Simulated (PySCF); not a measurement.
MF for M along the alkali metals

MP2 with double-zeta basis sets in PySCF, for the lowest determinant that a PBE0 search found; no spin–orbit coupling. De refers to high-spin ground-configuration atoms.

```tsv
M	basis	reference, frozen orbitals	state (unpaired electrons)	Re (Å)	ωe (cm⁻¹)	De (eV)
Li	cc-pVDZ	RHF, 1	singlet (closed shell)	1.591	970	5.57
Na	def2-SVPD	RHF, 2	singlet (closed shell)	1.961	514	5.20
K	x2c-SVPall	RHF, 6	singlet (closed shell)	2.165	486	4.40
Rb	def2-SVP	RHF, 1	singlet (closed shell)	2.322	398	4.22
Cs	def2-SVP	RHF, 1	singlet (closed shell)	2.424	367	4.48
```

The shortest bond is that of LiF (1.591 Å), the longest that of CsF (2.424 Å).

The rows differ in basis set, which adds steps of its own.

Down a group the atoms grow and get heavier, so bonds lengthen and wavenumbers fall; this series shows no clear exception.

Correlated steps freeze the inner cores (1 to 6 orbitals); shallow outer-core shells are correlated. Correlated levels converge slowly with the basis: in double zeta they bind strong bonds too weakly, by up to about 1 eV, and carry superposition errors of some tenths. Spin–orbit coupling is left out, which matters for elements this heavy, above all for dissociation energies. Where the molecule has an RHF reference, its open-shell atoms are computed with UHF.
